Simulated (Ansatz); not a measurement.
A run for Ansatz (a first-principles code): R-revPBE/def2-TZVPP on C2H6FGa (SMILES [CH3][Ga]([CH3])[F]).

Ansatz 0.2 input:
```yaml
crystal:
  periodic: [false, false, false]
  atoms:
    - {symbol: C, position_ang: [1.81673982, -0.28497142, -0.06867461]}
    - {symbol: Ga, position_ang: [0.00912341, 0.43577935, 0.21049642]}
    - {symbol: C, position_ang: [-1.82634513, -0.16981389, -0.14903625]}
    - {symbol: F, position_ang: [0.04301399, 2.04620986, 0.98351022]}
    - {symbol: H, position_ang: [1.80199845, -1.26751173, -0.53873368]}
    - {symbol: H, position_ang: [2.32909885, -0.35611368, 0.89216947]}
    - {symbol: H, position_ang: [2.38630018, 0.40272329, -0.69594367]}
    - {symbol: H, position_ang: [-2.31493799, 0.53928602, -0.81936815]}
    - {symbol: H, position_ang: [-1.85380845, -1.16150901, -0.59878152]}
    - {symbol: H, position_ang: [-2.39118314, -0.18407879, 0.78436176]}
basis:
  gaussian:
    orbitals: def2-TZVPP
hamiltonian:
  xc: {name: revPBE}
scf: {lower_state_search: off}
```

The head of its log:

```
WARN ansatz: RAYON_NUM_THREADS=1 ignored (pool sized by the plan → 1); use --threads N
Functional definition: revPBE
these checks for a lower state are left out or cut short: stability, starts, cluster_reference, orbital_swaps, neighbouring_geometries, increment
integrals: 0.14 GiB planned
1238 factors; their error is unknown
mean field: 0.96 GiB planned
mean field evaluation 1: about -57245.4672 eV, gradient 1.0e2 eV
mean field evaluation 2: about -57208.9107 eV, gradient 1.7e2 eV
```

**Question.** What total energy does the run end on?

**Answer.** -2104.4546 hartree.
